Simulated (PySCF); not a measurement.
# SiI2: bend–stretch map

Method: B3LYP in PySCF with Si def2-SVP, I def2-SVP with ECP28; scalar-relativistic core potentials, no spin–orbit coupling; density-fitted integrals.

Rigid scan from the singlet minimum (Si–I 2.514 Å (×2); I–Si–I 104.4°). Coordinate: rows scale both bonds, columns set the I–Si–I angle. Energies in kJ/mol from the minimum.

Rows run from the largest first scale (top) to the smallest, columns from the smallest angle to the largest. Lower edges of the bins (kJ/mol): '_' 0.0, '.' 1.3, ':' 3.4, '-' 6.7, '=' 11.9, '+' 20.2, '*' 33.3, '#' 54.0, '%' 86.9, '@' 139.0; top 222, each point printed twice.
```
##**####%%%%@@
++==++##%%%%%%
++::==**##%%%%
==__==**%%%%@@
++::++##%%@@@@
##++**##%%@@@@
```

(1) Give the energies on the grid of the scan.

Answers

(1) 
| scale \ angle | 90 | 105 | 120 | 135 | 150 | 165 | 180 |
| --- | --- | --- | --- | --- | --- | --- | --- |
| 0.94 | 59 | 27 | 42 | 83 | 139 | 195 | 222 |
| 0.97 | 31 | 6 | 21 | 58 | 108 | 155 | 178 |
| 1.00 | 20 | 0 | 14 | 48 | 91 | 132 | 151 |
| 1.03 | 21 | 5 | 19 | 48 | 86 | 122 | 138 |
| 1.06 | 32 | 19 | 31 | 57 | 91 | 122 | 135 |
| 1.10 | 56 | 46 | 57 | 79 | 108 | 134 | 145 |

The bond scale of lowest energy on the grid is 1.00 at 90°, 1.00 at 105°, 1.00 at 120°, 1.00 at 135°, 1.03 at 150°, 1.06 at 165°, 1.06 at 180°.

Other isomers or separated fragments may lie lower.
